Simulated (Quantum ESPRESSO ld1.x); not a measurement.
Values are calculated unless marked as measured or tabulated.
Er33+, configuration [Ar] 3d10 4s2 4p5 (the NIST ground configuration). Level of theory: scalar-relativistic Kohn-Sham, revPBE, spin-unpolarised, spherical densities, point nucleus (ld1.x of Quantum ESPRESSO 7.5).

Normalised radial functions P(r) = r R(r), r in bohr:

```
   r/bohr * 1s, o 4p (the largest magnitude, 6.22, reaches the edge; | marks zero, & curves that meet)
 0.001516                             o        *
 0.002191                             o           *
  0.00314                             o              *
 0.004501                             o                  *
 0.006451                             o                      *
 0.009321                             |o                        *
  0.01336                             |o                         *
  0.01915                             | o                      *
  0.02745                             |  o                *
  0.03966                             |  o        *
  0.05684                             |  o *
  0.08147                             |&
   0.1168                          o  *
   0.1687                        o    *
   0.2418                            o*
   0.3466                             *    o
   0.4968                             *      o
   0.7178                             *  o
    1.029                             *o
    1.475                             &
```

1s: eigenvalue -58696 eV, 0 radial nodes, <r> = 0.0204 bohr, 90 % of the charge inside 0.0369 bohr. 4p: eigenvalue -1415.7 eV, 2 radial nodes at r = 0.0880, 0.260 bohr, <r> = 0.469 bohr, 90 % of the charge inside 0.668 bohr.
